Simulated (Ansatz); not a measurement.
**Telling isomers of CH10NSi2+ apart by their spectra**

These gas-phase data were calculated for one isomer of CH10NSi2+ at PBE0-D3(BJ)/def2-SVP (harmonic, unscaled wavenumbers; equilibrium rotational constants with average atomic masses):

- rotational constants: 5.025, 2.558, 1.94 GHz
- all wavenumbers above 1500 cm⁻¹: 3547, 3541, 3439, 3176, 3160, 3059, 2280, 2273, 2261, 2243, 1617, 1615

Candidates:

(1) `C[SiH2][NH2+][SiH3]`, a singlet
(2) `C[Si@H]([NH3+])[SiH3]`, a singlet

Question: Assign the data to one candidate and say why.

Answer: Candidate (2). 3 modes lie between 3250 and 3800 cm⁻¹, one for each N–H bond, while (1) has 2.

The same quantities for all candidates:

|  | rotational constants (GHz) | wavenumbers above 1500 cm⁻¹ | E above the lowest, PBE0-D3(BJ)/def2-SVP (kcal/mol) |
| --- | --- | --- | --- |
| (1) | 7.01, 2.258, 1.894 | 3513, 3450, 3179, 3162, 3062, 2329, 2326, 2312, 2294, 2293, 1568 | 0.0 |
| (2) | 5.025, 2.558, 1.94 | 3547, 3541, 3439, 3176, 3160, 3059, 2280, 2273, 2261, 2243, 1617, 1615 | 3.8 |

Each candidate is one conformer. Programs: Ansatz 0.2.0.
